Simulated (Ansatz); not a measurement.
C2H10N2Si2, SMILES CN[Si@@H]1NC[SiH2]1.

Coordinates come from a B3LYP-D3(BJ)/def2-SVP optimisation. The structure was generated by enumeration; whether it is a known compound was not checked. The values are those of a single conformer.

Two levels are set side by side: PBE/def2-SVPD (Ansatz, a program for electronic structure) and CAM-B3LYP/def2-SVPD (Ansatz). Energy differences of separate SCF runs at the same geometry; the states with an electron removed or added have multiplicity 2 and 2. Differences are taken from unrounded values.

| quantity | PBE |
|---|---|
| vertical ionisation energy (eV) | 7.74 |
| vertical singlet–triplet gap (eV) | 4.57 |

Problem. These are the PBE values. What does CAM-B3LYP give? (The exact figures need the calculation; the answer reports its results.)

Solution. 
| quantity | CAM-B3LYP | PBE minus CAM-B3LYP |
|---|---|---|
| vertical ionisation energy (eV) | 8.29 | -0.56 |
| vertical singlet–triplet gap (eV) | 5.34 | -0.77 |
